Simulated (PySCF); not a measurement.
Species: C2H10AlAs.
SMILES with atom numbers: `[H][As+:4]([H])([H])[AlH2-:3][CH2:2][CH3:1]` (hydrogens: H5, H6, H7 on C1; H8, H9 on C2; H10, H11 on Al3; H12, H13, H14 on As4)

Computed, not measured: PBE0-D3(BJ)/def2-SVP geometry optimisation, gas phase (PySCF 2.14.0).

(1) Give the optimised bond lengths and angles.

Answers

(1) 
```json
{"bond": "C1–C2", "length (pm)": "152.7", "order": "single"}
{"bond": "C2–Al3", "length (pm)": "198.4", "order": "single"}
{"bond": "Al3–As4", "length (pm)": "267.7", "order": "single"}
{"bond": "C1–H5, C1–H6, C1–H7", "length (pm)": "110.4", "order": "single"}
{"bond": "C2–H8", "length (pm)": "110.6", "order": "single"}
{"bond": "C2–H9", "length (pm)": "110.7", "order": "single"}
{"bond": "Al3–H10", "length (pm)": "160.5", "order": "single"}
{"bond": "Al3–H11", "length (pm)": "160.3", "order": "single"}
{"bond": "As4–H12, As4–H13", "length (pm)": "151.1", "order": "single"}
{"bond": "As4–H14", "length (pm)": "151.2", "order": "single"}
```

Bonds in one row agree within 1 pm and their mean is given. Orders are formal, as drawn. A selection of angles:
```json
{"angle": "C2–C1–H5", "degrees": "113.0"}
{"angle": "C2–C1–H6", "degrees": "111.7"}
{"angle": "H5–C1–H6", "degrees": "107.1"}
{"angle": "H5–C1–H7", "degrees": "106.3"}
{"angle": "C1–C2–Al3", "degrees": "115.5"}
{"angle": "C1–C2–H8", "degrees": "110.5"}
{"angle": "C1–C2–H9", "degrees": "109.6"}
{"angle": "Al3–C2–H8", "degrees": "109.4"}
{"angle": "Al3–C2–H9", "degrees": "106.8"}
{"angle": "H8–C2–H9", "degrees": "104.4"}
{"angle": "C2–Al3–As4", "degrees": "97.1"}
{"angle": "C2–Al3–H10", "degrees": "118.4"}
{"angle": "C2–Al3–H11", "degrees": "119.7"}
{"angle": "As4–Al3–H10", "degrees": "96.1"}
{"angle": "As4–Al3–H11", "degrees": "96.3"}
{"angle": "H10–Al3–H11", "degrees": "118.1"}
{"angle": "Al3–As4–H12", "degrees": "121.3"}
{"angle": "Al3–As4–H13", "degrees": "120.1"}
{"angle": "Al3–As4–H14", "degrees": "118.9"}
{"angle": "H12–As4–H13", "degrees": "97.0"}
{"angle": "H12–As4–H14", "degrees": "97.1"}
```

Dihedral angles: C1–C2–Al3–As4 -66° (synclinal). The mirror-image conformer, all signs reversed, is as good.

As4 (arsenic bonded to Al and 3 H) has angles from 97.0° to 121.3°. Al3 (aluminium bonded to As, C and 2 H) has angles from 96.1° to 119.7°.

Point group: C1 (no symmetry element, even within 0.4 Å). No PBE0-D3(BJ)/def2-SVP frequencies stand behind this structure, so it isn't proved a minimum. One conformer, not necessarily the lowest (C1–C2–Al3–As4 -66°, C2–Al3–As4–H 117° and -122° and -3°).

The run took 83 s of wall time on Arm Neoverse V2, one thread, shared host with 96 logical CPUs at a one-minute load of 58, and the process peaked at 0.54 GiB of memory. That covers the optimisation of the geometry.
